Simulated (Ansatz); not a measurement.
Si$_{4}$H$_{13}$O$_{2}$F, closed shell: at a first-order saddle point.

The input file, in.yaml:

```yaml
crystal:
  periodic: [false, false, false]
  atoms:
    - {symbol: Si, position_ang: [-1.113089, -0.163128, -0.207789]}
    - {symbol: Si, position_ang: [1.794274, -0.443781, 0.312107]}
    - {symbol: Si, position_ang: [-1.002862, -0.044337, 2.122124]}
    - {symbol: Si, position_ang: [-0.532570, -1.944255, -1.615726]}
    - {symbol: F, position_ang: [-2.741781, -0.099673, -0.475417]}
    - {symbol: H, position_ang: [-0.013088, 2.131157, -0.622963]}
    - {symbol: O, position_ang: [-0.910515, 1.403561, -0.996863]}
    - {symbol: H, position_ang: [1.211963, 1.553192, 0.202632]}
    - {symbol: O, position_ang: [0.953158, 2.538918, -0.093849]}
    - {symbol: H, position_ang: [1.338594, -1.867684, 0.445566]}
    - {symbol: H, position_ang: [2.789985, -0.487001, -0.815045]}
    - {symbol: H, position_ang: [2.638388, -0.239118, 1.539932]}
    - {symbol: H, position_ang: [-0.680719, 1.370825, 2.461690]}
    - {symbol: H, position_ang: [-2.299743, -0.389403, 2.773983]}
    - {symbol: H, position_ang: [0.057505, -0.931964, 2.660339]}
    - {symbol: H, position_ang: [-1.553994, -1.989405, -2.701385]}
    - {symbol: H, position_ang: [-0.595551, -3.217470, -0.852240]}
    - {symbol: H, position_ang: [0.808000, -1.793213, -2.235164]}
    - {symbol: H, position_ang: [-1.771306, 1.802057, -1.169479]}
    - {symbol: H, position_ang: [1.623249, 2.810720, -0.732353]}
basis:
  gaussian: {orbitals: def2-TZVPP}
hamiltonian: {xc: pbe}
correlation: {method: rpa}
```

Command:

```bash
ansatz run in.yaml --threads 4 --pin off --events-out ev --progress --plain --max-ram 46080MiB --backend cuda --devices 0, --max-vram 37GiB
```

What Ansatz 0.2.0 printed:

```
Functional definition: PBE
  name "PBE"
  cite "Perdew, Burke & Ernzerhof, Phys. Rev. Lett. 77, 3865 (1996) doi:10.1103/PhysRevLett.77.3865"
  parent pbe
  parameter kappa = 0.804
  parameter beta = 0.06672455060314922
  exchange = pbe_x(kappa = kappa, mu = beta*pi^2/3)
  correlation = pbe_c(beta = beta)
2578 factors; integrals over basis functions are off by at most 9.0e-4 eV
mean field evaluation 1: about -38503.6050 eV, gradient 8.0e1 eV
mean field evaluation 2: about -38503.5814 eV, gradient 8.0e1 eV
mean field evaluation 4: about -38513.3458 eV, gradient 1.8e1 eV
mean field evaluation 8: about -38514.2869 eV, gradient 3.2e-1 eV
mean field evaluation 16: about -38514.2858 eV, gradient 1.7e-4 eV
mean field -38514.28578929 eV, -1415.3738968359 hartree, gradient 5.3e-6 eV, S^2 0.000000; 0 other end points of the search recorded, 0 dependent functions left out
23 core orbitals not correlated: weight in the atoms' cores, before any rotation towards them, 1.000 or more for the frozen orbitals, at most 0.000 for the correlated occupied ones
reference -38435.33244804 eV, -1412.4724150612 hartree; 24, 24 occupied and 396, 396 virtual orbitals, 2578 factors
Total energy: -38496.46381939 eV, -1414.7189515222 hartree
```

Time: 4.1 s of wall clock on 4 CPU threads of an AMD EPYC 7R13 and a share of one NVIDIA H100; the host was shared. Peak host memory: 2.1 GiB.
